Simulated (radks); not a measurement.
Neutral strontium inside a hard spherical wall (all orbitals vanish at R), configuration held at [Kr] 5s2 and not refilled when levels cross. Calculated with a radial shooting solver on a logarithmic mesh with Libxc functionals: scalar-relativistic Kohn-Sham, LDA (Slater exchange, Perdew-Wang correlation), spin-polarised, spherical densities, finite nucleus; Fermi nuclear charge, rms radius 4.224 fm. Eigenvalues in eV for spin up, with the zero of energy where the potential of the charges vanishes at infinity; a dash marks a level that is unbound or too diffuse for the functional's potential to be trusted. A positive occupied level is held by the wall or, in an anion where self-interaction has pushed it up, behind a barrier. The pressure on the wall is -dE/dV.

| R (bohr) | E (hartree) | kinetic (hartree) | e(3d) | e(4s) | e(4p) | e(5s) | e(4d, empty) | e(5p, empty) | pressure (GPa) |
|---|---|---|---|---|---|---|---|---|---|
| free | -3175.78454 | 3255.600 | -128.23 | -40.918 | -22.860 | -3.641 | -1.402 | -1.319 | 0 |
| 20 | -3175.78454 | 3255.600 | -128.23 | -40.918 | -22.860 | -3.641 | -1.402 | -1.318 | < 0.0001 |
| 12 | -3175.78407 | 3255.605 | -128.18 | -40.873 | -22.816 | -3.609 | -1.358 | -1.216 | 0.00753 |
| 8 | -3175.76413 | 3255.727 | -127.39 | -40.114 | -22.076 | -2.933 | -0.652 | 0.012 | 0.676 |
| 5 | -3175.46284 | 3256.870 | -123.40 | -36.546 | -18.670 | 2.908 | 3.352 | 8.584 | 29.8 |
| 3.5 | -3174.06853 | 3261.715 | -114.02 | -29.393 | -11.618 | 23.083 | 13.269 | 34.029 | 426 |
| 2 | -3156.84166 | 3312.353 | -62.027 | 17.387 | 41.090 | 185.88 | 81.540 | 209.46 | 22000 |
